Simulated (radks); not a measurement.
Q: Neutral technetium: order these configurations by energy. Calculated with a radial shooting solver on a logarithmic mesh with Libxc functionals: non-relativistic Kohn-Sham, PBE, spin-polarised, spherical densities, point nucleus. Open shells are filled with parallel spins first. [Kr] 4d4 5s2 5p1; [Kr] 4d5 5s1 5p1; [Kr] 4d5 5s2; [Kr] 4d6 5p1; [Kr] 4d6 5s1; [Kr] 4d7.

A: From the lowest, in eV above it: [Kr] 4d6 5s1 0.000; [Kr] 4d5 5s2 0.614; [Kr] 4d7 1.557; [Kr] 4d5 5s1 5p1 2.435; [Kr] 4d6 5p1 3.199; [Kr] 4d4 5s2 5p1 8.644.
